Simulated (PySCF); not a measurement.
C3H6F2Si, SMILES F[SiH2][C@@H]1C[C@@H]1F.

Coordinates come from a PBE0-D3(BJ)/def2-SVP optimisation. The structure was generated by enumeration; whether it is a known compound was not checked. One conformer was computed; it need not be the lowest.

Two levels are set side by side: PBE/def2-TZVP (PySCF) and CAM-B3LYP/def2-TZVP (PySCF). Same geometry, gas phase. Differences are taken from unrounded values.

```json
[
 {"quantity": "orbital gap (eV)", "CAM-B3LYP": "11.23"},
 {"quantity": "highest occupied level (eV)", "CAM-B3LYP": "-9.94"},
 {"quantity": "lowest empty level (eV)", "CAM-B3LYP": "1.29"},
 {"quantity": "dipole moment (D)", "CAM-B3LYP": "2.07"},
 {"quantity": "mean polarisability (bohr³)", "CAM-B3LYP": "56.7"}
]
```

**Question.** What does PBE give, and how far is it from CAM-B3LYP? (Estimate from the structure and the level; the computed values follow.)

**Answer.** 
| quantity | PBE | PBE minus CAM-B3LYP |
|---|---|---|
| orbital gap (eV) | 6.44 | -4.79 |
| highest occupied level (eV) | -7.05 | 2.89 |
| lowest empty level (eV) | -0.61 | -1.91 |
| dipole moment (D) | 2.00 | -0.07 |
| mean polarisability (bohr³) | 59.5 | 2.8 |

PBE's occupied levels lie high since its potential decays too fast outside the molecule; exact exchange lowers them and widens the gap. PBE's more diffuse valence density responds more strongly to a field. Differences between two approximate levels are no errors against the true value.

Rough cost on one machine, each run with all the roots and properties that it gave: CAM-B3LYP against PBE within a factor of 2.
